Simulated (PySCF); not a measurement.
**Ca: excitation energy**

Ca [Ar] 4s2 (1S) → Ca [Ar] 3d2 (3F), as a difference of total energies. Calculation: PySCF 2.14, in x2c-QZVPPall; the spin-free X2C one-electron Hamiltonian (Gaussian nucleus). Correlated levels: valence: [Ar] frozen; valence and next inner shell: [Ne] frozen. The calculations carry no spin-orbit coupling.

```csv
method,excitation energy (eV)
UHF,5.443
LDA,4.337
PBE,4.132
PBE0,4.465
r2SCAN,4.044
CAM-B3LYP,4.794
BHandHLYP,4.994
M06-2X,5.444
BP86,4.141
MP2 (valence),5.803
SCS-MP2 (valence),6.036
MP2 (valence and next inner shell),5.725
SCS-MP2 (valence and next inner shell),5.967
```

Question: How much does correlation contribute at MP2 (valence and next inner shell)?

Answer: 5.725 − (5.443) = 0.282 eV, measured against UHF.
